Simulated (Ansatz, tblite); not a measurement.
Adding an electron: Ba5S5⁺. The state is a doublet with charge 1. Geometry: PBE-D4/def2-SVP. Ansatz, gas phase; energy differences of separate SCF runs; the reduced species is a singlet (the triplet lies 2.41 eV higher at PBE0-D4/def2-TZVP).

```xyz
10

Ba    2.5172    1.8450    0.7517
Ba   -1.4447    1.3871    2.5094
Ba   -2.9419   -0.1775   -1.2735
Ba    0.4795   -1.8848    0.5894
Ba    1.0205    0.2818   -3.0311
S    -2.4104   -1.0569    1.3912
S     1.1755    0.2711    2.7214
S     2.7952   -0.4556   -0.9183
S    -0.7910   -1.7829   -2.2487
S    -0.3999    1.5728   -0.4915
```

In the def2 sets Ba takes a core potential; there is no spin–orbit coupling. The xTB rows come from tblite. The structure comes from a short search, and lower isomers may exist.

```json
{"level": "GFN1-xTB", "−HOMO (eV)": "–", "−LUMO (eV)": "–", "vertical EA (eV)": "11.55", "HOMO–LUMO gap (eV)": "–"}
{"level": "GFN2-xTB", "−HOMO (eV)": "–", "−LUMO (eV)": "–", "vertical EA (eV)": "10.65", "HOMO–LUMO gap (eV)": "–"}
{"level": "HF/def2-TZVP", "−HOMO (eV)": "10.05", "−LUMO (eV)": "3.52", "vertical EA (eV)": "4.82", "HOMO–LUMO gap (eV)": "6.52"}
```

**Question.** Estimate the rows for PBE-D4/def2-TZVP, PBE0-D4/def2-TZVP.

**Answer.** 
```
            level  −HOMO (eV)  −LUMO (eV)  vertical EA (eV)  HOMO–LUMO gap (eV)
 PBE-D4/def2-TZVP        7.36        7.01              5.27                0.35
PBE0-D4/def2-TZVP        8.07        6.68              5.51                1.39
```

  HOMO and LUMO are the levels of the spin that leaves or enters (xTB has no such levels and no spin-polarisation term). Other spin states of the ions may lie lower, which would lower the ionisation energy or raise the affinity. Raw xTB energy differences between charge states are shifted by several eV; the methods need an empirical correction for them.
